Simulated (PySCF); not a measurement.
**Correlation energy of Si²⁺ (silicon, charge +2)**

[Ne] 3s1 3p1, high-spin 3P determinant (an excited configuration). All numbers are calculated (PySCF 2.14, the spin-free X2C one-electron Hamiltonian (Gaussian nucleus), in x2c-QZVPPall with one added diffuse shell each of s, p, d, f type (10s7p5d3f1g, 86 functions)). Frozen: [Ne]; 2 electrons correlated.

With two correlated electrons CCSD is exact within the correlated space (frozen core and kept virtual orbitals).

| level | correlation energy (mhartree) |
| --- | --- |
| CCSD | -4.93 |

Diagnostics: T1 = 0.0031, D1 = 0.0059, largest double amplitude 0.039.

Task: Is a single reference adequate?

Result: Yes: T1 lies below 0.03 and no double amplitude reaches 0.07.
